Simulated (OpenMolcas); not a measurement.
Tc3+ among 3 point charges of -2 e arranged as a planar triangle (D3h).

```yaml
Program: OpenMolcas
Method: CASSCF
Basis: ANO-RCC-VDZP [6s5p3d1f]
Scalar_Hamiltonian: DKH2, point nucleus
Active_space: 4 electrons in 5 orbitals (4d)
State_averaging: 2S+1 = 5 even, 5 roots; 2S+1 = 3 even, 45 roots; 2S+1 = 1 even, 50 roots
Spin-orbit_coupling: state interaction with AMFI integrals over the reference wave functions
```

All point charges move together. At R = 1.8 Å the first state of the same spin is 19508 cm-1, and at R = 1.93 Å it is 15945 cm-1.

A third run gives 12773 cm-1. What distance was it run at?

With a power law R^-n the two known points give n = -ln(15945 / 19508) / ln(1.93 / 1.8) = 2.89. Then R = 1.8 × (19508 / 12773)^(1/2.89) = 2.084 Å. The run was at 2.08 Å, so the estimate is off by +0.004 Å.

An orbital doublet at a regular site is open to a Jahn-Teller distortion, which this geometry leaves out. Without dynamic correlation the repulsion within the d shell is too large (B by tens of per cent), so at a given field states of lower spin stand too high. Point charges give a weaker field than real ligands, and real ions of this kind are as a rule low spin; the high spin found here belongs to the model. This shell can be high or low spin here, a state of another spin lies low, and with metal d orbitals alone active their balance is uncertain, so the ground spin may be wrong (holds for R = 1.8; R = 1.93). Point charges carry no covalency, so the field is a model and not that of real ligands. No measured value stands beside these numbers.
